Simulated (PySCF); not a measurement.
C3H5BN2O, SMILES NB1C=CN=CO1.

The structure is a stationary point at TPSSh-D3(BJ)/def2-SVP. The structure was generated by enumeration, and PubChem lists no compound with its InChIKey, so it may never have been made. One conformer was computed; it need not be the lowest.

Vertical ionisation energy (IE) and electron affinity (EA) in eV. Rows of orbital energies are one-electron estimates. Where ΔSCF, EOM or ADC give a negative EA the extra electron is unbound and the value depends on the basis.

```csv
level,IE,EA
"−ε(HOMO), −ε(LUMO), M06-2X/def2-TZVP (PySCF)",8.03,0.23
"−ε(HOMO), −ε(LUMO), PBE/def2-TZVP (PySCF)",?,?
```

**Question.** Some entries are withheld; supply them. (Estimate from the structure and the level; the computed values follow.)

**Answer.** 
- −ε(HOMO), −ε(LUMO), PBE/def2-TZVP (PySCF), IE: 5.77
- −ε(HOMO), −ε(LUMO), PBE/def2-TZVP (PySCF), EA: 2.04
